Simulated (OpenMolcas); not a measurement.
# Ta4+: moving or changing the point charges

Ta4+ among 6 point charges of -1.7 e arranged as an octahedron (Oh), 2.12 Å from the ion.

```yaml
Program: OpenMolcas 26.06
Method: CASSCF
Basis: ANO-RCC-VTZP [8s7p5d3f2g1h]
Scalar_Hamiltonian: DKH2, point nucleus
Active_space: 1 electron in 5 orbitals (5d)
State_averaging: 2S+1 = 2 even, 5 roots
Spin-orbit_coupling: RASSI with atomic mean-field integrals over the reference wave functions
```

Runs around this geometry, states (labels of O, the rotations of Oh). Energies in cm-1 above the lowest state or level, χT in cm3 K/mol; under a threefold ground state the first gap can be a small split of the lowest multiplet, not the spin-orbit step; 10Dq is the gap between the two states.

| R (Å) | q (e) | Ground state | First state of that spin | 10Dq | First gap with spin-orbit (degeneracies) | χT at 300 K |
| --- | --- | --- | --- | --- | --- | --- |
| 2.12 | -0.85 | 2T2 | 2E 5818 | 5818 | 5261 (4, 2) | 0.201 |
| 1.97 | -1.7 | 2T2 | 2E 16891 | 16891 | 4272 (4, 2) | 0.084 |
| 2.12 | -1.7 | 2T2 | 2E 11711 | 11711 | 4630 (4, 2) | 0.117 |
| 2.27 | -1.7 | 2T2 | 2E 8367 | 8367 | 4938 (4, 2) | 0.156 |

Taking |10Dq| as R^-n, n = -ln(8367 / 16891) / ln(2.27 / 1.97) = 5.0 between the shortest and longest distance. The point-charge formula for a cubic d site gives n = 5.

Scaling the charges by -0.85 / -1.7 = 0.50 scales |10Dq| by 5818 / 11711 = 0.50; with fixed orbitals a first-order splitting would follow the charge.

An orbital triplet at a regular site is open to Jahn-Teller coupling, which can distort the site and quench the lowest spin-orbit gaps and is left out. This field is weak: 10Dq is about 5818 cm-1, while octahedral complexes of 5d ions of charge 3 and more, computed by the same method with explicit ligands, had a median near 35000 cm-1. Ground spin and moment need not be those of a real site (figures for R = 2.12, q = -0.85; the like holds for R = 1.97, q = -1.7, R = 2.12, q = -1.7, R = 2.27, q = -1.7). This is an electrostatic model: the charges have no orbitals. No measured value stands beside these numbers.
